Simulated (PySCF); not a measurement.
F$_{2}$Sb (SMILES [F][Sb+][F]), charge +1, singlet, at a GFN2-xTB geometry (all electrons, no relativity); PySCF with PBE0/STO-3G.

Here is a job for PySCF.
```python
from pyscf import gto, scf, dft

mol = gto.M(
    atom='''
Sb    0.30909700    0.14576016    0.11713826
F    -1.01713081    0.56899201   -1.18080934
F    -0.73441883   -1.39496627    0.51702590
''',
    basis='sto-3g',
    charge=1,
    verbose=4,
)

mf = dft.RKS(mol)
mf.xc = 'pbe0'
mf.grids.atom_grid = (99, 590)
mf.grids.prune = None
mf.kernel()
```

What the program printed (banner, timings and long lists left out):

```
PySCF version 2.14.0

[INPUT] verbose = 4
[INPUT] num. atoms = 3
[INPUT] num. electrons = 68
[INPUT] charge = 1
[INPUT] spin (= nelec alpha-beta = 2S) = 0
[INPUT] symmetry False subgroup None
[INPUT] Mole.unit = angstrom
[INPUT] Symbol           X                Y                Z      unit          X                Y                Z       unit  Magmom
[INPUT]  1 Sb     0.309097000000   0.145760160000   0.117138260000 AA    0.584108675925   0.275446782273   0.221359230108 Bohr   0.0
[INPUT]  2 F     -1.017130810000   0.568992010000  -1.180809340000 AA   -1.922098663757   1.075239065966  -2.231406257928 Bohr   0.0
[INPUT]  3 F     -0.734418830000  -1.394966270000   0.517025900000 AA   -1.387850449424  -2.636104203306   0.977037350307 Bohr   0.0

nuclear repulsion = 271.6421180553
number of shells = 17
number of NR pGTOs = 111
number of NR cGTOs = 37
basis = sto-3g
ecp = {}

******** <class 'pyscf.dft.rks.RKS'> ********
method = RKS
initial guess = minao
damping factor = 0
level_shift factor = 0
DIIS = <class 'pyscf.scf.diis.CDIIS'>
diis_start_cycle = 1
diis_space = 8
diis_damp = 0
SCF conv_tol = 1e-09
SCF conv_tol_grad = None
SCF max_cycles = 50
direct_scf = True
direct_scf_tol = 1e-13
XC library pyscf.dft.libxc version 7.1.2
    S. Lehtola, C. Steigemann, M. J. T. Oliveira, and M. A. L. Marques,  SoftwareX 7, 1–5 (2018)
XC functionals = pbe0
    C. Adamo and V. Barone,  J. Chem. Phys. 110, 6158 (1999)
    M. Ernzerhof and G. E. Scuseria,  J. Chem. Phys. 110, 5029 (1999)
radial grids:
    Treutler-Ahlrichs [JCP 102, 346 (1995); DOI:10.1063/1.469408] (M4) radial grids

becke partition: Becke, JCP 88, 2547 (1988); DOI:10.1063/1.454033
pruning grids: None
grids dens level: 3
symmetrized grids: False
atomic radii adjust function: <function treutler_atomic_radii_adjust>
User specified grid scheme (99, 590)
small_rho_cutoff = 0
Set gradient conv threshold to 3.16228e-05
Initial guess from minao.
tot grids = 175232
init E= -6431.67697886795
  HOMO = -0.632680762198903  LUMO = -0.466448866961167  gap/eV = 4.52340
cycle= 1 E= -6449.46758708422  delta_E= -17.8  |g|= 0.382  |ddm|= 2.45
  HOMO = -0.37598475026326  LUMO = -0.281982395094873  gap/eV = 2.55793
cycle= 2 E= -6449.13600816697  delta_E= 0.332  |g|= 0.988  |ddm|= 2.04
  HOMO = -0.486795092383378  LUMO = -0.319410200421471  gap/eV = 4.55477
cycle= 3 E= -6449.53896724792  delta_E= -0.403  |g|= 0.0219  |ddm|= 1.41
  HOMO = -0.491203046686469  LUMO = -0.318432690998229  gap/eV = 4.70132
cycle= 4 E= -6449.53917433656  delta_E= -0.000207  |g|= 0.00109  |ddm|= 0.0325
  HOMO = -0.491247360377501  LUMO = -0.318492320820323  gap/eV = 4.70090
cycle= 5 E= -6449.53917492268  delta_E= -5.86e-07  |g|= 0.0001  |ddm|= 0.00215
  HOMO = -0.491266767209401  LUMO = -0.318488691250424  gap/eV = 4.70153
cycle= 6 E= -6449.53917492497  delta_E= -2.29e-09  |g|= 8.79e-05  |ddm|= 0.000287
  HOMO = -0.491267239074434  LUMO = -0.318488622972715  gap/eV = 4.70155
cycle= 7 E= -6449.5391749281  delta_E= -3.13e-09  |g|= 4.09e-06  |ddm|= 0.000136
  HOMO = -0.491267112627231  LUMO = -0.318488717453857  gap/eV = 4.70154
cycle= 8 E= -6449.5391749281  delta_E= 1.82e-12  |g|= 1.18e-07  |ddm|= 8.69e-06
  HOMO = -0.491267129401033  LUMO = -0.318488707830502  gap/eV = 4.70154
Extra cycle  E= -6449.53917492813  delta_E= -3.09e-11  |g|= 4.25e-08  |ddm|= 5.43e-07
converged SCF energy = -6449.53917492813
```
